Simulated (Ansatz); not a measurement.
C20H27IO⁺, that is bis(4-tert-butylphenyl)iodonium hydroxide with one electron fewer. The state is a doublet with charge 1. Geometry PBE-D4/def2-SVP, that of the neutral singlet; atoms count from 1.

```
atom    x (Å)    y (Å)    z (Å)
  C1  -7.1694   0.0335   0.4888
  C2  -6.3475  -0.4183   1.7177
  C3  -6.8091  -1.8310   2.1160
  C4  -6.6222   0.5359   2.9026
  C5  -4.8491  -0.3721   1.3691
  C6  -4.2556   0.8492   0.9764
  C7  -2.8959   0.9444   0.6446
  C8  -2.1024  -0.2066   0.7066
  I9   0.1098  -0.3604   0.3341
 C10   2.1758   0.0624  -0.4482
 C11   2.7063   1.3065  -0.7960
 C12   4.0530   1.3914  -1.1948
 C13   4.8825   0.2534  -1.2559
 C14   6.3547   0.3154  -1.7008
 C15   7.2544  -0.2376  -0.5719
 C16   6.8062   1.7514  -2.0190
 C17   6.5337  -0.5453  -2.9727
 C18   4.3118  -0.9882  -0.8969
 C19   2.9712  -1.0882  -0.4970
 C20  -2.6545  -1.4299   1.0904
 C21  -4.0198  -1.5098   1.4204
 H22  -6.9891  -0.6361  -0.3766
 H23  -6.9107   1.0647   0.1761
 H24  -8.2550   0.0140   0.7196
 H25  -7.8909  -1.8182   2.3588
 H26  -6.2718  -2.2046   3.0113
 H27  -6.6612  -2.5613   1.2947
 H28  -6.3457   1.5817   2.6623
 H29  -7.7000   0.5248   3.1678
 H30  -6.0438   0.2322   3.7987
 H31  -4.8695   1.7626   0.9264
 H32  -2.4439   1.8963   0.3361
 H33   2.0654   2.1974  -0.7537
 H34   4.4527   2.3801  -1.4611
 H35   7.0089  -1.2897  -0.3248
 H36   8.3215  -0.2048  -0.8758
 H37   7.1416   0.3612   0.3546
 H38   6.2200   2.1954  -2.8489
 H39   6.7155   2.4178  -1.1373
 H40   7.8710   1.7501  -2.3282
 H41   7.5906  -0.5238  -3.3114
 H42   6.2585  -1.6042  -2.7953
 H43   5.8992  -0.1667  -3.7997
 H44   4.9210  -1.9052  -0.9339
 H45   2.5566  -2.0765  -0.2266
 H46  -2.0334  -2.3432   1.1365
 H47  -4.4309  -2.4852   1.7155
 O48  -0.2298   1.5947  -0.4753
 H49  -0.3808   1.3910  -1.4234
```

In the def2 sets I takes a core potential; there is no spin–orbit coupling. Single mean-field runs in def2-TZVP are fitted with def2-universal-jkfit.

Estimate the Mulliken populations of the heavy atoms from the PBE0/def2-TZVP orbitals of Ansatz.


```tsv
atom	charge (e)	spin (α − β)
C1	-0.37	0.00
C2	0.03	0.00
C3	-0.41	0.00
C4	-0.37	0.00
C5	0.23	0.00
C6	-0.21	0.03
C7	-0.20	0.00
C8	0.17	0.28
I9	0.49	0.07
C10	0.15	0.28
C11	-0.20	0.00
C12	-0.18	0.03
C13	0.23	0.00
C14	0.02	0.00
C15	-0.37	0.00
C16	-0.41	0.00
C17	-0.37	0.00
C18	-0.25	0.02
C19	-0.21	-0.01
C20	-0.20	-0.01
C21	-0.23	0.02
O48	-0.52	0.23
```
Mulliken values depend strongly on the basis.

Where does the spin sit?

Summed by element: C 0.67, I 0.07, H 0.03, O 0.23, of 1 unpaired in all. Largest on single atoms: C8 0.28, C10 0.28, O48 0.23.

And the Mayer bond orders between heavy atoms (over 0.3)?

C1–C2 0.98 (1.55 Å); C2–C3 0.99 (1.54 Å); C2–C4 0.99 (1.55 Å); C2–C5 0.90 (1.54 Å); C5–C6 1.31 (1.41 Å); C5–C21 1.36 (1.41 Å); C6–C7 1.46 (1.40 Å); C7–C8 1.36 (1.40 Å); C8–I9 0.68 (2.25 Å); C8–C20 1.35 (1.40 Å); I9–C10 0.70 (2.25 Å); I9–O48 0.87 (2.14 Å); C10–C11 1.38 (1.40 Å); C10–C19 1.33 (1.40 Å); C11–C12 1.42 (1.41 Å); C12–C13 1.34 (1.41 Å); C13–C14 0.90 (1.54 Å); C13–C18 1.33 (1.41 Å); C14–C15 0.99 (1.55 Å); C14–C16 0.99 (1.54 Å); C14–C17 0.98 (1.55 Å); C18–C19 1.51 (1.40 Å); C20–C21 1.49 (1.41 Å).
